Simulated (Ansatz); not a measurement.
Consider the atomization: `FC(F)(F)CC(F)(F)F` → 3 C• + 6 F• + 2 H•.

Isolated molecules relaxed with PBE0-D4/def2-TZVP in Ansatz; ΔE leaves out vibrations. CCSD(T)/CBS is the MP2 limit (def2-TZVPP, def2-QZVPP) plus CCSD(T) − MP2 in def2-TZVPP, frozen cores. This one scheme is used for every species, atoms too. DFT in def2-TZVPP. No spin–orbit coupling; open shells (•) take unrestricted orbitals. Spin–orbit coupling would lower the free atoms: a little for C, F.

```
           level  ΔE (kcal/mol)
         ωB97M-V         1101.1
           BHLYP         1022.9
CCSD(T)/def2-SVP         1047.4
  CCSD/CBS(def2)         1070.0
```

Task: What does CCSD(T)/CBS give? (Estimate.)

Result: Ansatz gave: +1093.8 kcal/mol. The listed levels differ from it by 7.3, -70.9, -46.4, -23.8 kcal/mol.

Task: What do rigid-rotor, harmonic-oscillator terms from PBE0-D4/def2-TZVP frequencies (298.15 K, 1 bar) make of the CCSD(T)/CBS value? (An estimate is asked.)

Result: The calculation gave: ΔZPE = -36.6 kcal/mol, ΔH = +1067.9 kcal/mol, ΔS = 1292 J/(mol·K), ΔG = +975.8 kcal/mol. Open shells count their whole term as degenerate. Modes under 50 cm⁻¹ make the entropy rough.

Largest T1 diagnostic among the species: 0.012.

From PBE to PBE0 (25 % exact exchange), in def2-TZVPP and without D4, ΔE moves by −42.6 kcal/mol: exact exchange takes away binding that semilocal exchange gives to molecules. At CCSD(T), def2-SVP lies −46.4 kcal/mol from the extrapolated value and def2-TZVPP −29.9 kcal/mol: correlation converges slowly with the basis, and small sets miss more of it in the bonded molecule than in its fragments. In def2-TZVPP, CCSD(T) changes the Hartree–Fock value by +311.6 kcal/mol (the triples alone add +23.8 kcal/mol) and MP2 by +362.4 kcal/mol; breaking electron pairs costs correlation energy, which Hartree–Fock lacks.

For atomizations the MP2-based limit and the directly extrapolated one differ by several kJ/mol either way, and by 10 to 25 for some Ge, Se and Sn compounds, so smaller differences from it don't rank the levels.
